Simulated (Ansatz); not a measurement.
Ansatz (a first-principles code) input (B3LYP-D3(BJ)/def2-TZVP):

Ansatz 0.2 input:
```yaml
crystal:
  periodic: [false, false, false]
  atoms:
    - {symbol: Sb, position_ang: [-0.33499307, -0.17820561, 0.48278344]}
    - {symbol: Cl, position_ang: [-0.34556622, 1.85082420, -0.72811364]}
    - {symbol: Cl, position_ang: [1.35054544, -1.31620737, -0.72023668]}
basis:
  gaussian:
    orbitals: def2-TZVP
hamiltonian:
  xc: b3lyp
  dispersion: d3bj
magnetization: {spin_polarized: true, initial_magnetization: 1}
phonons: {temperatures: {t_min: 298.15, t_max: 298.15, t_step: 100}}
```

Output:

```
Functional definition: B3LYP
integrals: 0.05 GiB planned
962 factors; their error is unknown
mean field: 0.66 GiB planned
mean field evaluation 1: about -31587.2680 eV, gradient 1.5e1 eV
mean field evaluation 2: about -31584.6843 eV, gradient 2.7e1 eV
mean field evaluation 4: about -31588.4839 eV, gradient 7.8e-1 eV
mean field evaluation 8: about -31588.6890 eV, gradient 9.3e-2 eV
mean field evaluation 16: about -31588.6891 eV, gradient 2.8e-5 eV
mean field -31588.68908665 eV, -1160.8629123518 hartree, gradient 2.2e-5 eV, S^2 0.752635; 0 other end points of the search recorded, 0 dependent functions left out
the calculation of the forces begins
reference -31588.68931482 eV, -1160.8629207369 hartree; 29, 28 occupied and 95, 96 virtual orbitals, 962 factors
these checks for a lower state are left out or cut short: stability, starts, cluster_reference, orbital_swaps, neighbouring_geometries, increment
integrals: 0.05 GiB planned
962 factors; their error is unknown
mean field: 0.66 GiB planned
mean field -31588.68904798 eV, -1160.8629109308 hartree, gradient 2.0e-6 eV, S^2 0.752636; 0 other end points of the search recorded, 0 dependent functions left out
the calculation of the forces begins
reference -31588.68927614 eV, -1160.8629193157 hartree; 29, 28 occupied and 95, 96 virtual orbitals, 962 factors
these checks for a lower state are left out or cut short: stability, starts, cluster_reference, orbital_swaps, neighbouring_geometries, increment
integrals: 0.05 GiB planned
962 factors; their error is unknown
mean field: 0.66 GiB planned
mean field evaluation 32: about -31588.6891 eV, gradient 2.0e-6 eV
mean field -31588.68906940 eV, -1160.8629117178 hartree, gradient 2.0e-6 eV, S^2 0.752635; 0 other end points of the search recorded, 0 dependent functions left out
the calculation of the forces begins
reference -31588.68929757 eV, -1160.8629201031 hartree; 29, 28 occupied and 95, 96 virtual orbitals, 962 factors
these checks for a lower state are left out or cut short: stability, starts, cluster_reference, orbital_swaps, neighbouring_geometries, increment
integrals: 0.05 GiB planned
962 factors; their error is unknown
mean field: 0.66 GiB planned
mean field -31588.68906332 eV, -1160.8629114945 hartree, gradient 2.0e-6 eV, S^2 0.752635; 0 other end points of the search recorded, 0 dependent functions left out
the calculation of the forces begins
reference -31588.68929148 eV, -1160.8629198794 hartree; 29, 28 occupied and 95, 96 virtual orbitals, 962 factors
these checks for a lower state are left out or cut short: stability, starts, cluster_reference, orbital_swaps, neighbouring_geometries, increment
integrals: 0.05 GiB planned
962 factors; their error is unknown
mean field: 0.66 GiB planned
mean field -31588.68909445 eV, -1160.8629126386 hartree, gradient 2.0e-6 eV, S^2 0.752636; 0 other end points of the search recorded, 0 dependent functions left out
the calculation of the forces begins
reference -31588.68932263 eV, -1160.8629210240 hartree; 29, 28 occupied and 95, 96 virtual orbitals, 962 factors
these checks for a lower state are left out or cut short: stability, starts, cluster_reference, orbital_swaps, neighbouring_geometries, increment
integrals: 0.05 GiB planned
962 factors; their error is unknown
mean field: 0.66 GiB planned
mean field -31588.68901528 eV, -1160.8629097292 hartree, gradient 2.0e-6 eV, S^2 0.752635; 0 other end points of the search recorded, 0 dependent functions left out
the calculation of the forces begins
reference -31588.68924343 eV, -1160.8629181133 hartree; 29, 28 occupied and 95, 96 virtual orbitals, 962 factors
these checks for a lower state are left out or cut short: stability, starts, cluster_reference, orbital_swaps, neighbouring_geometries, increment
integrals: 0.05 GiB planned
962 factors; their error is unknown
mean field: 0.66 GiB planned
mean field evaluation 64: about -31588.6891 eV, gradient 2.0e-6 eV
mean field -31588.68912387 eV, -1160.8629137197 hartree, gradient 2.0e-6 eV, S^2 0.752635; 0 other end points of the search recorded, 0 dependent functions left out
the calculation of the forces begins
reference -31588.68935207 eV, -1160.8629221058 hartree; 29, 28 occupied and 95, 96 virtual orbitals, 962 factors
Total energy: -31588.88779645 eV, -1160.8702148023 hartree
Atom 0 at    -0.334993    -0.178206     0.482783 Å, force    -0.000659    -0.000351     0.000950 eV/Å
Atom 1 at    -0.345566     1.850824    -0.728114 Å, force     0.000716    -0.000546    -0.000473 eV/Å
Atom 2 at     1.350545    -1.316207    -0.720237 Å, force    -0.000057     0.000896    -0.000477 eV/Å
Dipole moment:    -0.307497    -0.163578     0.443156 e Å
Vibrations: 121.73 345.56 363.28 cm⁻¹, zero-point energy 0.051489 eV
```

It need not be the lowest isomer of its formula.
